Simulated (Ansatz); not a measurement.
C5H8AlN (`[AlH3-][n+]1ccccc1`). The species carries charge 0 and has multiplicity 1. The geometry is a stationary point of PBE0-D4/def2-TZVP.

```xyz
15

Al   -2.161   -1.083    0.924
N    -0.460   -0.259    0.181
C    -0.503    0.508   -0.910
C     0.622    1.128   -1.418
C     1.833    0.942   -0.771
C     1.876    0.142    0.360
C     0.706   -0.443    0.803
H    -1.540   -2.398    1.604
H    -2.993   -1.243   -0.440
H    -2.659    0.065    1.927
H    -1.476    0.607   -1.377
H     0.544    1.741   -2.306
H     2.735    1.412   -1.146
H     2.800   -0.033    0.894
H     0.677   -1.086    1.675
```

(1) What is the dipole moment at ωB97M-V/def2-TZVPP? (Estimate.)

(2) And with PBE, r2SCAN, B3LYP? (An estimate is asked.)

(3) Give the Mulliken charges with ωB97M-V, PBE, B3LYP in def2-TZVPP. (Estimate.)

Results:

(1) Ansatz gave: 7.37 D, with components (6.16, 3.02, -2.67) D in this frame, pointing from negative to positive charge.

(2) Ansatz gave: PBE 7.13 D, r2SCAN 7.28 D, B3LYP 7.30 D.

(3) Ansatz gave: 
| atom | ωB97M-V | PBE | B3LYP |
| --- | --- | --- | --- |
| Al1 | 0.19 | 0.15 | 0.26 |
| N2 | -0.14 | 0.00 | -0.07 |
| C3 | 0.05 | 0.00 | 0.01 |
| C4 | -0.12 | -0.08 | -0.12 |
| C5 | -0.07 | -0.10 | -0.09 |
| C6 | -0.12 | -0.08 | -0.12 |
| C7 | 0.05 | 0.00 | 0.01 |
| H8 | -0.19 | -0.18 | -0.22 |
| H9 | -0.19 | -0.18 | -0.22 |
| H10 | -0.17 | -0.16 | -0.20 |
| H11 | 0.14 | 0.13 | 0.15 |
| H12 | 0.13 | 0.13 | 0.14 |
| H13 | 0.14 | 0.13 | 0.15 |
| H14 | 0.13 | 0.13 | 0.14 |
| H15 | 0.14 | 0.13 | 0.15 |

B3LYP here is the variant with VWN-RPA as its local correlation; programs differ in this.
